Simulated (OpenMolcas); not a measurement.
A calculation on Te+.

| Quantity | Value |
| --- | --- |
| Program | OpenMolcas |
| Method | CASSCF |
| Basis | ANO-RCC-VTZP [7s6p4d2f1g] |
| Scalar Hamiltonian | DKH2, point nucleus |
| Active space | 5 electrons in 4 orbitals (5s 5p) |
| State averaging | 2S+1 = 4 odd, 1 root; 2S+1 = 2 odd, 8 roots kept (CI in the orbitals of an earlier block); 2S+1 = 4 even, 3 roots; 2S+1 = 2 even, 9 roots kept (CI in the orbitals of an earlier block) |
| Spin-orbit coupling | RASSI with atomic mean-field integrals over the reference wave functions, term energies averaged over their components |

Q: Which level of the active space comes out lowest?

A: 5s2 5p3 4S* 3/2, with 96 % of that term; it is also the measured ground level.

Q: How high does 5s 5p4 4P 5/2 lie?

A: 75015 cm-1 above the lowest level; measured 71193 cm-1 above the ground level, so the calculation is off by +5 %.

Q: How high does 5s2 5p3 2P* 1/2 lie?

A: 22864 cm-1 above the lowest level; measured 20547 cm-1 above the ground level, so the calculation is off by +11 %.

Q: How high does 5s 5p4 4P 3/2 lie?

A: 78755 cm-1 above the lowest level; measured 74893 cm-1 above the ground level, so the calculation is off by +5 %.

Q: The level at 25767 cm-1 has J = 3/2. What is it made of, and what is its g factor?

A: 78 % 5s2 5p3 2P* 3/2, 19 % 5s2 5p3 2D*, 2 % 5s2 5p3 4S*; g = 1.245, against 1.334 from Landé's formula for the pure leading term.

Measured values: NIST Handbook of Basic Atomic Spectroscopic Data.

Terms from blocks run as CI alone lack orbitals of their own. Terms of s pⁿ other than that of highest spin mix with s² pⁿ⁻² d, which this space lacks; all of them can be thousands of cm-1 off, and some have no real level of that name. Measured partners are found by configuration, term and J. A level has none where our copy of the source lacks it or the pairing is in doubt (some pairs that miss far off the trend of their configuration count as doubtful), and it then counts in no deviation. Only configurations of the active space appear.

* marks odd parity.
